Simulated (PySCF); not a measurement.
Spin-orbit coupling and the fourth ionisation energy along the 5d series

Two-component X2C-1e calculated with PySCF 2.14: MP2 on generalised Hartree-Fock spinors (GMP2), with spin-orbit coupling off and on (screened by Boettger's factors); no Breit or QED terms. Values in eV; the references (NIST) lie between the lowest levels. Elements whose determinants are no pure J levels are left out.

| element | configurations | spin-free | with spin-orbit | shift | reference |
| --- | --- | --- | --- | --- | --- |
| Hf (x2c-TZVPall-2c, [Kr] 4d10 4f14 frozen) | [Xe] 4f14 5d1 → [Xe] 4f14 | 32.064 | 32.424 | 0.360 | 33.37 ± 0.025 (s) |
| Ir (x2c-TZVPall-2c, [Kr] 4d10 4f14 frozen) | [Xe] 4f14 5d6 → [Xe] 4f14 5d5 | 40.552 | 41.016 | 0.464 | 40 ± 1.7 (t) |
| Pt (x2c-TZVPall-2c, [Kr] 4d10 4f14 frozen) | [Xe] 4f14 5d7 → [Xe] 4f14 5d6 | 43.658 | 43.745 | 0.087 | 43 ± 1.7 (t) |
| Hg (x2c-TZVPall-2c, [Kr] 4d10 4f14 frozen) | [Xe] 4f14 5d9 → [Xe] 4f14 5d8 | 48.168 | 47.480 | -0.688 | 48.55 ± 0.15 |

Q: Estimate the missing row, Au (x2c-TZVPall-2c, [Kr] 4d10 4f14 frozen).

A: The calculation gives spin-free 45.900; with spin-orbit 45.424; shift -0.475. The reference value is 45 ± 1.7 (t).

The largest shift is at Hg, -0.688 eV, where spin-orbit coupling lowers the species with fewer electrons by more than the one with more (starting occupations 5d3/2^4 5d5/2^5 and 5d3/2^4 5d5/2^4).

What remains against the references is mostly the basis and correlation beyond MP2. References marked (s) are semi-empirical, (t) theoretical.
